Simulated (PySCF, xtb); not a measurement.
Ga(F)(vinyl)(OH) (C2H4FGaO), SMILES C=[CH][Ga]([OH])[F].

GFN2-xTB (xtb) at its own geometry gives an orbital gap of 4.39 eV and a dipole moment of 3.32 D.

Geometry optimised at PBE-D3(BJ)/def2-SVP. The structure was generated by enumeration; whether it is a known compound was not checked. One conformer was computed; it need not be the lowest.

**Question.** What does PySCF with B3LYP/def2-TZVP give? (Estimate from the structure and the level; the computed values follow.)

**Answer.** gap 6.54 eV (levels -8.25 and -1.71 eV), dipole 1.85 D.
